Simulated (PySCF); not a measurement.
Br3In (SMILES [Br][In]([Br])[Br]), singlet, geometry from GFN2-xTB (such geometries of metal compounds can be far from the true shape) (all electrons, no relativity); WB97M-V/STO-3G (PySCF).

Input for PySCF:
```python
from pyscf import gto, scf, dft

mol = gto.Mole()
mol.atom = '''
    In   -0.00000000   -0.00000000   -0.00000000
    Br   -1.98881671   -1.48844692   -0.19430253
    Br    0.00646487    2.22371074   -1.12413895
    Br    1.98235183   -0.73526381    1.31844148
'''
mol.basis = 'sto-3g'
mol.verbose = 4
mol.build()

mf = dft.RKS(mol)
mf.xc = 'wb97m_v'
mf.kernel()
```

Write the output that PySCF gives for this input, abridged.


```
PySCF version 2.14.0

[INPUT] verbose = 4
[INPUT] num. atoms = 4
[INPUT] num. electrons = 154
[INPUT] charge = 0
[INPUT] spin (= nelec alpha-beta = 2S) = 0
[INPUT] symmetry False subgroup None
[INPUT] Mole.unit = angstrom
[INPUT] Symbol           X                Y                Z      unit          X                Y                Z       unit  Magmom
[INPUT]  1 In     0.000000000000   0.000000000000   0.000000000000 AA    0.000000000000   0.000000000000   0.000000000000 Bohr   0.0
[INPUT]  2 Br    -1.988816710000  -1.488446920000  -0.194302530000 AA   -3.758318893859  -2.812757029752  -0.367178567010 Bohr   0.0
[INPUT]  3 Br     0.006464870000   2.223710740000  -1.124138950000 AA    0.012216833731   4.202204278854  -2.124314741456 Bohr   0.0
[INPUT]  4 Br     1.982351830000  -0.735263810000   1.318441480000 AA    3.746102041230  -1.389447230204   2.491493308466 Bohr   0.0

nuclear repulsion = 1543.27939458434
number of shells = 35
number of NR pGTOs = 243
number of NR cGTOs = 81
basis = sto-3g
ecp = {}

******** <class 'pyscf.dft.rks.RKS'> ********
method = RKS
initial guess = minao
damping factor = 0
level_shift factor = 0
DIIS = <class 'pyscf.scf.diis.CDIIS'>
diis_start_cycle = 1
diis_space = 8
diis_damp = 0
SCF conv_tol = 1e-09
SCF conv_tol_grad = None
SCF max_cycles = 50
direct_scf = True
direct_scf_tol = 1e-13
XC library pyscf.dft.libxc version 7.1.2
    S. Lehtola, C. Steigemann, M. J. T. Oliveira, and M. A. L. Marques,  SoftwareX 7, 1–5 (2018)
XC functionals = wb97m_v
    N. Mardirossian and M. Head-Gordon,  J. Chem. Phys. 144, 214110 (2016)
radial grids:
    Treutler-Ahlrichs [JCP 102, 346 (1995); DOI:10.1063/1.469408] (M4) radial grids

becke partition: Becke, JCP 88, 2547 (1988); DOI:10.1063/1.454033
pruning grids: <function nwchem_prune>
grids dens level: 3
symmetrized grids: False
atomic radii adjust function: <function treutler_atomic_radii_adjust>
** Following is NLC and NLC Grids **
NLC functional = wb97m_v
radial grids:
    Treutler-Ahlrichs [JCP 102, 346 (1995); DOI:10.1063/1.469408] (M4) radial grids

becke partition: Becke, JCP 88, 2547 (1988); DOI:10.1063/1.454033
pruning grids: <function nwchem_prune>
grids dens level: 3
symmetrized grids: False
atomic radii adjust function: <function treutler_atomic_radii_adjust>
small_rho_cutoff = 0
Set gradient conv threshold to 3.16228e-05
Initial guess from minao.
tot grids = 83152
tot grids = 83152
init E= -13297.4823042379
  HOMO = -0.928630749349949  LUMO = -0.658888836651283  gap/eV = 7.34005
cycle= 1 E= -13323.4604868667  delta_E=  -26  |g|= 0.335  |ddm|= 2.63
  HOMO = -0.263449012651056  LUMO = 0.0879085327160286  gap/eV = 9.56093
cycle= 2 E= -13323.4996114297  delta_E= -0.0391  |g|= 0.0538  |ddm|= 0.655
  HOMO = -0.272338742250361  LUMO = 0.116313525229274  gap/eV = 10.57577
cycle= 3 E= -13323.502055817  delta_E= -0.00244  |g|= 0.0177  |ddm|= 0.205
  HOMO = -0.273034607047908  LUMO = 0.107818353449918  gap/eV = 10.36354
cycle= 4 E= -13323.5023073222  delta_E= -0.000252  |g|= 0.00523  |ddm|= 0.0553
  HOMO = -0.273799964321027  LUMO = 0.108391864974045  gap/eV = 10.39997
cycle= 5 E= -13323.5023382706  delta_E= -3.09e-05  |g|= 0.000364  |ddm|= 0.0277
  HOMO = -0.273806967155043  LUMO = 0.108368022381592  gap/eV = 10.39951
cycle= 6 E= -13323.5023384441  delta_E= -1.74e-07  |g|= 0.000102  |ddm|= 0.00161
  HOMO = -0.273816149118855  LUMO = 0.108368960873692  gap/eV = 10.39979
cycle= 7 E= -13323.5023384597  delta_E= -1.56e-08  |g|= 9.47e-06  |ddm|= 0.000634
  HOMO = -0.273816284772934  LUMO = 0.108368363195201  gap/eV = 10.39977
cycle= 8 E= -13323.5023384598  delta_E= -1.06e-10  |g|= 1.38e-06  |ddm|= 4.9e-05
  HOMO = -0.273816175226369  LUMO = 0.108368306889251  gap/eV = 10.39977
Extra cycle  E= -13323.5023384598  delta_E= -2.91e-11  |g|= 4.48e-07  |ddm|= 5.15e-06
converged SCF energy = -13323.5023384598
```
